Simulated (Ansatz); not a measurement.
Consider the cleavage of the As–Si bond: `N[SiH]([AsH2])C=O` + `C[SeH]` → `C[Se][AsH2]` + `N[SiH2]C=O`.

Calculated with Ansatz (gas phase, PBE0-D4/def2-TZVP geometries, no zero-point term in ΔE). CBS: MP2 limit from def2 TZ/QZ plus the TZ coupled-cluster correction, frozen cores. DFT in def2-TZVPP. B3LYP here is the variant with VWN-RPA as its local correlation; programs differ in this. HSE06 is defined as in plane-wave codes. For As, Se outer-core shells are correlated without core-valence functions, which leaves a few kJ/mol of doubt a bond. Scalar relativity is left out up to krypton. Each species was taken in one conformer, which may not be the lowest.

`N[SiH]([AsH2])C=O`:

```xyz
11

N     0.090    0.267    1.615
Si    0.338   -0.446    0.082
As    1.235    1.048   -1.517
C    -1.250   -1.133   -0.764
O    -2.359   -0.913   -0.342
H    -0.416    1.137    1.675
H    -0.125   -0.324    2.404
H     1.264   -1.602    0.230
H     2.193    1.629   -0.488
H     0.160    2.080   -1.197
H    -1.131   -1.743   -1.696
```

`C[SeH]`:

Cartesian coordinates in Å:
```
C 0.526 0.102 -0.107
Se -1.370 0.539 0.019
H 0.924 -0.159 0.871
H 1.017 1.005 -0.467
H 0.686 -0.703 -0.820
H -1.783 -0.784 0.504
```

`C[Se][AsH2]`:

```xyz
8

C     0.855    1.228   -0.015
Se   -0.849    0.504    0.603
As   -0.555   -1.670   -0.297
H     0.881    2.264    0.321
H     1.685    0.682    0.429
H     0.913    1.197   -1.101
H    -0.979   -2.423    0.958
H    -1.950   -1.782   -0.898
```

`N[SiH2]C=O`:

Z-matrix (Å, degrees):
```
Si
C 1 1.923
N 1 1.699 2 103.2
H 1 1.490 2 108.8 3 -121.7
H 1 1.493 2 107.7 3 123.3
O 2 1.208 1 120.6 3 -4.9
H 2 1.116 1 120.3 3 175.5
H 3 1.003 1 125.7 2 168.2
H 3 1.008 1 117.5 2 9.8
```

| level | ΔE (kcal/mol) | difference from CCSD(T)/CBS |
| --- | --- | --- |
| revPBE-D4 | 0.0 | 0.3 |
| B97M-V | -0.2 | 0.1 |
| r2SCANh-D4 | -0.1 | 0.2 |
| HSE06-D4 | 0.1 | 0.4 |
| BHLYP-D4 | -1.8 | -1.5 |
| ωB97M-V | -0.6 | -0.3 |
| r2SCAN | -0.3 | 0.0 |
| B3LYP | -1.9 | -1.6 |
| r2SCANh | -0.3 | 0.0 |
| BHLYP | -2.2 | -1.9 |
| HF/def2-SVP | -2.1 | -1.8 |
| MP2/def2-SVP | -0.3 | 0.0 |
| CCSD(T)/def2-TZVPP | 0.1 | 0.4 |
| HF/def2-QZVPP | -3.2 | -2.9 |
| MP2/def2-QZVPP | -0.6 | -0.3 |
| CCSD/CBS(def2) | -0.5 | -0.2 |
| CCSD(T)/CBS | -0.3 | 0 |

Largest T1 diagnostic among the species: 0.014.

In def2-TZVPP, CCSD(T) changes the Hartree–Fock value by +3.1 kcal/mol (the triples alone add +0.2 kcal/mol) and MP2 by +2.8 kcal/mol. Leaving LDA and LC-ωPBE aside and taking each functional with its dispersion term where it has one, the values, not all of them listed here, spread over 2.0 kcal/mol, from BHLYP-D4 to PBE-D4. LDA lies +0.9 kcal/mol from PBE without D4.
